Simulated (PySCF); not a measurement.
FH₄NSn, SMILES [F][SnH2][NH2].

Geometry optimised at PBE0-D3(BJ)/def2-SVP. The def2 effective core potentials stand for the cores of Sn; spin–orbit coupling is left out. Other conformers were not sampled.

Computed with TDDFT-M06-2X/def2-SVPD (PySCF 2.14.0).

Vertical excitations. Isolated molecule, no solvent. State labels are in the subgroup Cs.

Computed lowest excited states:
```json
[
 {"state": "S1", "symmetry": "A'", "energy (eV)": "6.49", "λ (nm)": "191", "f": "0.063", "main pairs": "HOMO→LUMO 52 %, HOMO→LUMO+2 37 %"},
 {"state": "S2", "symmetry": "A'", "energy (eV)": "7.20", "λ (nm)": "172", "f": "0.016", "main pairs": "HOMO→LUMO 37 %, HOMO→LUMO+1 33 %, HOMO→LUMO+2 25 %"},
 {"state": "S3", "symmetry": "A'", "energy (eV)": "7.40", "λ (nm)": "168", "f": "0.017", "main pairs": "HOMO→LUMO+1 56 %, HOMO→LUMO+2 31 %"},
 {"state": "S4", "symmetry": "A\"", "energy (eV)": "7.85", "λ (nm)": "158", "f": "0.002", "main pairs": "HOMO−1→LUMO+1 60 %, HOMO−1→LUMO 32 %"},
 {"state": "S5", "symmetry": "A\"", "energy (eV)": "8.25", "λ (nm)": "150", "f": "0.005", "main pairs": "HOMO→LUMO+4 67 %, HOMO−1→LUMO 11 %"},
 {"state": "S6", "symmetry": "A'", "energy (eV)": "8.26", "λ (nm)": "150", "f": "0.004", "main pairs": "HOMO→LUMO+3 82 %"},
 {"state": "S7", "symmetry": "A\"", "energy (eV)": "8.38", "λ (nm)": "148", "f": "0.051", "main pairs": "HOMO−1→LUMO 36 %, HOMO→LUMO+4 22 %, HOMO−1→LUMO+1 17 %, HOMO−1→LUMO+2 9 %"},
 {"state": "S8", "symmetry": "A'", "energy (eV)": "8.51", "λ (nm)": "146", "f": "0.109", "main pairs": "HOMO−2→LUMO+1 39 %, HOMO−2→LUMO 36 %"},
 {"state": "S9", "symmetry": "A\"", "energy (eV)": "8.75", "λ (nm)": "142", "f": "0.384", "main pairs": "HOMO−1→LUMO+2 79 %"},
 {"state": "S10", "symmetry": "A\"", "energy (eV)": "8.98", "λ (nm)": "138", "f": "0.000", "main pairs": "HOMO→LUMO+7 64 %, HOMO→LUMO+10 15 %, HOMO→LUMO+5 10 %"},
 {"state": "T1", "symmetry": "A'", "energy (eV)": "5.89", "λ (nm)": "210", "f": "0", "main pairs": "HOMO→LUMO 54 %, HOMO→LUMO+2 39 %"},
 {"state": "T2", "symmetry": "A'", "energy (eV)": "6.69", "λ (nm)": "185", "f": "0", "main pairs": "HOMO→LUMO+1 71 %, HOMO→LUMO+2 14 %"},
 {"state": "T3", "symmetry": "A\"", "energy (eV)": "7.09", "λ (nm)": "175", "f": "0", "main pairs": "HOMO−1→LUMO+2 35 %, HOMO−1→LUMO+1 33 %, HOMO−1→LUMO+3 18 %"},
 {"state": "T4", "symmetry": "A'", "energy (eV)": "7.27", "λ (nm)": "171", "f": "0", "main pairs": "HOMO→LUMO+2 38 %, HOMO→LUMO 33 %, HOMO→LUMO+1 17 %"}
]
```
Triplets are in the Tamm–Dancoff approximation, which puts them higher than full response would, so one can lie above its singlet here.
